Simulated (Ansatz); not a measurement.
K₅H₆⁻. Total charge -1; singlet. Geometry PBE-D4/def2-SVPD, basis def2-TZVPD, Ansatz.

Cartesian coordinates in Å:
```
K 2.608 -1.290 -3.506
K -0.942 1.337 1.680
K 1.781 1.792 -1.112
K -3.376 -0.780 3.429
K -0.262 -1.367 -0.401
H 3.278 1.061 -3.114
H 0.937 -2.652 -2.349
H -0.803 1.454 -0.993
H -2.056 -1.511 1.524
H -2.671 1.540 3.754
H 1.506 0.416 1.088
```

```tsv
run	HOMO (eV)	LUMO (eV)
A	-1.28	1.41
B	-0.23	1.04
C	-0.33	1.05
D	-0.45	1.05
E	-3.55	2.09
F	-0.45	1.54
```

Another isomer (singlet) lies 0.53 eV lower at PBE0-D4/def2-TZVPD; other spin states weren't run for this one.

Task: The runs used BLYP, LDA (SPW92), PBE, PBE0, r2SCAN, ωB97X-V. Estimate which is which.

Result: A PBE0 (25 % exact exchange); B BLYP (0 % exact exchange); C PBE (0 % exact exchange); D LDA (SPW92) (0 % exact exchange); E ωB97X-V (range-separated); F r2SCAN (0 % exact exchange). Exact exchange lowers occupied and raises empty levels; among semilocal functionals meta-GGAs tend to open the gap a little, and such runs are hard to tell apart. The gap grows from 1.27 eV (BLYP) to 5.64 eV (ωB97X-V).
